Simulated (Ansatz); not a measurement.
The molecule MgO+, multiplicity 2 (lowest of 2S+1 = 2, 4 at CCSD(T)/def2-TZVPP on PBE0 minima; our sources give no spin for the ground state, which may be another).

The constants come from a fifth-degree fit in 1/R (seven points, main isotopes). In def2 and cc sets the state is the lowest found near the PBE0 minimum, followed along R.

Codes used: Ansatz (Gaussian basis) for Hartree–Fock, density functionals and correlated methods. Values without a source in brackets are computed.

Energies at B97M-V/def2-TZVPP:

```json
[
 {"R (Å)": "1.693021", "E (hartree)": "-274.89374942"},
 {"R (Å)": "1.738533", "E (hartree)": "-274.89800231"},
 {"R (Å)": "1.780403", "E (hartree)": "-274.90004384"},
 {"R (Å)": "1.827735", "E (hartree)": "-274.90062231"},
 {"R (Å)": "1.875067", "E (hartree)": "-274.89974725"},
 {"R (Å)": "1.929680", "E (hartree)": "-274.89735695"},
 {"R (Å)": "1.993396", "E (hartree)": "-274.89321207"}
]
```

**Question.** With a reduced mass of 9.5958 u, find the minimum, the force constant and the constants.

**Answer.** A fifth-degree polynomial in 1/R puts the minimum at r_e = 1.8210 Å with force constant 292 N/m. Then ω_e = (1/2πc)√(k/μ) = 718 cm⁻¹ and B_e = h/(8π²cμr_e²) = 0.5298 cm⁻¹; the cubic and quartic terms give α_e = 0.0051 and ω_e x_e = 5.2 cm⁻¹.

Ansatz is a quantum-chemistry and plane-wave program.
